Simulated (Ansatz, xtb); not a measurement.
**Two isomers of CH4F3GeN**

Structure I is `N[CH2][Ge]([F])([F])[F]`, a singlet and structure II is `C[NH][Ge]([F])([F])[F]`, a singlet. Both are isolated molecules in the gas phase, relaxed with PBE0-D4/def2-SVP; the shapes shown needn't be the lowest conformers.

I (Å):

```xyz
10

C     2.3022    2.3163    0.9302
F     0.3439    3.9470    2.5560
F    -0.0848    1.2348    2.7095
F    -0.6634    2.6162    0.4030
Ge    0.5017    2.4756    1.6681
N     2.6668    3.4304    0.0961
H     2.0550    3.5252   -0.7106
H     2.6556    4.3119    0.6031
H     2.3516    1.3721    0.3663
H     3.0019    2.2129    1.7739
```

II (Å):

```xyz
10

C     1.5463   -0.1859    1.6520
F    -2.1847    0.9967    0.0908
F    -0.1251    0.7035   -1.6491
F    -0.8712   -1.4644   -0.1984
Ge   -0.6627    0.2328   -0.0860
N     0.3893    0.6074    1.2882
H     2.4922    0.1984    1.2316
H     1.6498   -0.2361    2.7475
H     1.4134   -1.2173    1.2951
H     0.3701    1.5589    1.6366
```

Question: Which of the two would you expect CCSD(T)/def2-SVP + ΔMP2/def2-TZVPP electronic energies to favour?

Answer: Structure II; the calculation gives E(II) − E(I) = −6.4 kcal/mol.

How the difference moves with the method:

| level | geometry | E(II) − E(I) (kcal/mol) | departure from the last row (kcal/mol) | job, with rough time for the two |
| --- | --- | --- | --- | --- |
| PBE0-D4/def2-SVP | PBE0-D4/def2-SVP | −4.7 | +1.8 | optimisation, 62 s |
| HF/def2-SVP | PBE0-D4/def2-SVP | −10.1 | −3.7 | part of the CCSD(T) run |
| MP2/def2-SVP | PBE0-D4/def2-SVP | −9.0 | −2.5 | part of the CCSD(T) run |
| CCSD(T)/def2-SVP | PBE0-D4/def2-SVP | −8.6 | −2.1 | single point |
| CCSD(T)/def2-SVP + ΔMP2/def2-TZVPP | PBE0-D4/def2-SVP | −6.4 |  | single point, 85 s |

As drawn, II has 1 Ge–N, 1 C–H in place of 1 C–Ge, 1 N–H.

The levels shown agree on the order. The largest departure from CCSD(T)/def2-SVP + ΔMP2/def2-TZVPP is that of HF/def2-SVP, 3.7 kcal/mol. Levels run at GFN2-xTB geometries aren't shown. The last row adds to CCSD(T) the change of the MP2 difference between the two basis sets, here +2.1 kcal/mol.

With thermal terms from frequencies at re-optimised GFN2-xTB minima (ideal gas, soft modes damped towards free rotors, one conformer each, 298.15 K, 1 atm): the zero-point term adds +0.5 kcal/mol; ΔH is −6.2 and ΔG −5.3 kcal/mol.

The correlated steps freeze 14 core orbitals; the filled d shell of Ge is correlated, in a basis made for valence electrons. Codes used: Ansatz 0.2.0, xtb 6.7.1; the last row on 2 threads of Arm Neoverse V2 on a shared host.
